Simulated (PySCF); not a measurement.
Species: hydroquinone, C₆H₆O₂.
Bonds: O1–C2, C2–C3 (aromatic), C3–C4 (aromatic), C4–C5 (aromatic), C5–O6, C5–C7 (aromatic), C7–C8 (aromatic), C2–C8 (aromatic). Hydrogens: H9 on O1; H10 on C3; H11 on C4; H12 on O6; H13 on C7; H14 on C8.

Structure optimised with GFN2-xTB, isolated species.

**Question.** List the bond lengths, angles and torsions at this level.

**Answer.** 
```json
{"bond": "O1–C2, C5–O6", "length (Å)": "1.364", "order": "single"}
{"bond": "C2–C3 and 3 like bonds", "length (Å)": "1.390", "order": "aromatic"}
{"bond": "C3–C4, C7–C8", "length (Å)": "1.381", "order": "aromatic"}
{"bond": "O1–H9, O6–H12", "length (Å)": "0.964", "order": "single"}
{"bond": "C3–H10 and 3 like bonds", "length (Å)": "1.080", "order": "single"}
```

Bonds in one row agree within 0.01 Å and their mean is given. Orders are formal, as drawn. A selection of angles:
```json
{"angle": "O1–C2–C3", "degrees": "122.2"}
{"angle": "O1–C2–C8", "degrees": "118.4"}
{"angle": "C3–C2–C8", "degrees": "119.4"}
{"angle": "C2–C3–C4", "degrees": "120.5"}
{"angle": "H9–O1–C2", "degrees": "109.6"}
{"angle": "H12–O6–C5", "degrees": "109.6"}
```

Torsions: H9–O1–C2–C3 0° (synperiplanar); H12–O6–C5–C4 180° (antiperiplanar).

The 6-membered ring C2–C3–C4–C5–C7–C8 has internal angles of 119.4° to 120.5° (sum 720°, against 720° for a flat polygon); it is planar, 0.00 Å rms from its mean plane, widest ring torsion 0°. Of the pairs four or more bonds apart, H9···H10 is among the closest relative to their van der Waals radii: 2.28 Å, 95 % of the sum of Bondi's values. The 8 heavy atoms lie in one plane (0.000 Å rms).

Point group: C2h (tolerance 0.08 Å). GFN2-xTB frequencies: not computed here. The numbers are those of one conformer (H–O1–C2–C3 0°, C4–C5–O6–H 180°).
